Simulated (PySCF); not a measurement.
Nb(O)(F)(Me)2 (C₂H₆FNbO), SMILES [F][Nb]([CH3])(=[O])[CH3], multiplicity 1.

Geometry: PBE0-D3(BJ)/def2-SVP. The spin state was assumed, not searched. The def2 effective core potentials stand for the cores of Nb; spin–orbit coupling is left out.

The numbers are results of B3LYP/def2-TZVP (PySCF), not measurements.

**Question.** Estimate the frontier levels, gap, dipole moment and polarisability. (The exact figures need the calculation; the answer reports its results.)

**Answer.** 
The highest occupied level is -8.29 eV and the lowest empty level is -2.34 eV. The orbital gap is 5.95 eV and the dipole moment comes out as 2.76 D. The quadrupole, principal values (traceless, Buckingham form, about the centre of nuclear charge) comes out as -5.03, -0.31, 5.33 D·Å and the mean static polarisability is 67.7 bohr³ (10.03 Å³). The polarisability, principal values is 58.5, 66.8, 77.8 bohr³.
